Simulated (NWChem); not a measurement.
Species: N-methylmethanimine (C2H5N); SMILES C=NC

All runs: NWChem. Coordinates come from a PBE0/def2-SVP optimisation.

Estimate the computed values for B3LYP/STO-3G. Quantities: highest occupied level (eV); orbital gap (eV); dipole (D).


```json
{
  "highest occupied level (eV)": "-4.55",
  "orbital gap (eV)": "7.14",
  "dipole (D)": "1.43"
}
```
